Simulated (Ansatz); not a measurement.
## A rate constant, worked out

An elementary step of InN2H4Cl, singlet (InN₂H₄Cl ([NH2][In]([NH2])[Cl]) → InNHCl ([NH][In][Cl]) + NH₃ (still joined by a long In–N bond); In–N, N–H broken or loosened, N–H formed or tightened). The start structure is the reactant molecule, and the electronic barrier above it is 2.107 eV by CCSD(T) at an estimated basis limit (MP2 extrapolated from triple and quadruple zeta, plus CCSD(T) − MP2 in triple zeta). Computed with Ansatz 0.2.0 (basis: def2-TZVPP and def2-QZVPP); correlated methods freeze the cores. Filled d shells of the heavier atoms are correlated. Core potentials replace the inner electrons of the atoms past krypton. The def2 sets are not built for correlating such inner shells, so the correlated values are less sure here. Extrapolation: Hartree–Fock as exp(−7.88 √X), correlation as X^−2.97. Harmonic wavenumbers at PBE0-D4/def2-TZVP (Ansatz 0.2.0), in cm⁻¹:

Start: 104, 112, 138, 230, 276, 355, 431, 454, 609, 637, 776, 823, 1549, 1560, 3562, 3563, 3665, 3666.

Saddle: 1504i, 95, 108, 266, 355, 379, 394, 577, 643, 742, 766, 932, 1442, 1549, 1809, 3543, 3600, 3637.

Task: Work out the transition-state-theory rate constant at 500 K from these numbers alone (harmonic vibrations; rotation, path degeneracy and anharmonicity left out), and the Wigner tunnelling factor. Use 1 cm⁻¹ = 1.2398 × 10⁻⁴ eV and k_B = 8.617 × 10⁻⁵ eV/K.

Result: Zero-point energies, half the sums: start 22510/2 cm⁻¹ = 1.3954 eV; saddle, real modes only, 20837/2 cm⁻¹ = 1.2917 eV.
Barrier with zero-point energy: 2.107 + 1.2917 − 1.3954 = 2.0033 eV.
k_BT = 0.04309 eV, so the barrier is 46.49 k_BT.
Vibrational partition functions from the zero-point level, ln q = −Σ ln(1 − exp(−hν/k_BT)): start 6.787, saddle 5.349.
k = (k_BT/h) exp(ln q‡ − ln q) exp(−E0/k_BT), with log₁₀(k_BT/h in s⁻¹) = 13.02: log₁₀ k = 13.02 + (-1.438 − 46.49)/2.3026 = -7.79, so k ≈ 2 × 10^(-8) s⁻¹.
Wigner factor: 1 + (hν‡/k_BT)²/24 = 1 + (4.33)²/24 = 1.78, too large for this simple formula to be trusted. A change of 1 kcal/mol (0.043 eV) in the barrier would change k by a factor of 2.7 at this temperature.

T1 diagnostic: at most 0.023. The restricted Hartree–Fock reference is unstable towards an unrestricted one at one or more of these structures.

Labels in which every atom is bracketed show which atoms are joined, not bond orders.

For scale, one of the runs: CCSD(T)/def2-TZVPP, 210 basis functions, launched by `ansatz run in.yaml --threads 4 --pin off --events-out ev --progress --plain --max-ram 9574MiB`. Hardware: 4 CPU threads of an Arm Neoverse V1, shared host. Wall time 100 s; peak host memory 3.2 GiB.
